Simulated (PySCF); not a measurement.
Cd(NH2)2 (singlet state).
Bonds: Cd1–N2, Cd1–N5. Hydrogens: H3, H4 on N2; H6, H7 on N5.

A linear-response calculation (PySCF, def2-SVPD basis, gas phase, vertical, core orbitals frozen in the response) gave these numbers; the functional is withheld.

Orbital energies (eV): HOMO-3 -11.20, HOMO-2 -10.78, HOMO-1 -8.35, HOMO -8.14, LUMO 0.21, LUMO+1 0.85, LUMO+2 0.96.

| state | E (eV) | f | main configurations (H = HOMO, L = LUMO) |
| --- | --- | --- | --- |
| S1 | 5.11 | 0.084 | H→L (85%) |
| S2 | 5.19 | 0.047 | H-1→L (87%) |
| S3 | 5.85 | 0.0001 | H→L+1 (81%), H-1→L+2 (17%) |
| S4 | 5.86 | 0.012 | H→L+2 (73%), H-1→L+1 (23%) |
| S5 | 6.26 | 0.084 | H-1→L+1 (70%), H→L+2 (19%) |
| S6 | 6.30 | 0.020 | H-1→L+2 (75%), H→L+1 (16%) |

Triplets (Tamm–Dancoff): T1 4.39 eV, H→L (89%); T2 4.59 eV, H-1→L (86%); T3 5.56 eV, H→L+1 (80%), H-1→L+2 (11%); T4 5.59 eV, H→L+2 (72%), H-1→L+1 (22%).

Vertical ionisation energy by ΔSCF with the same functional: 9.02 eV. Mean static polarisability: 48.6 au.

**Question.** Name the functional.
A. PBE
B. HF
C. CAM-B3LYP
D. B3LYP

**Answer.** C. CAM-B3LYP is range-separated, 19% exact exchange at short range and 65% at long range (ω = 0.33 bohr⁻¹). In this run −ε(HOMO) = 8.14 eV differs from the ΔSCF value by -0.88 eV, and S1 differs from the orbital gap of 8.35 eV by -3.24 eV. The ratio −ε(HOMO)/IP is 0.90. Small neutral molecules mostly give 0.85 to 0.93 with CAM-B3LYP, 0.5 to 0.7 with PBE, 0.67 to 0.83 with B3LYP; Hartree–Fock can't fall below 1, since the ion's relaxation only lowers the ΔSCF value.

Computed, not measured: PySCF, TDDFT CAM-B3LYP/def2-SVPD, vertical, gas phase, core orbitals frozen in the response, def2 core potentials past Kr. Isolated species at its PBE0-D3(BJ)/def2-SVP geometry, gas phase. Spin–orbit coupling is left out.
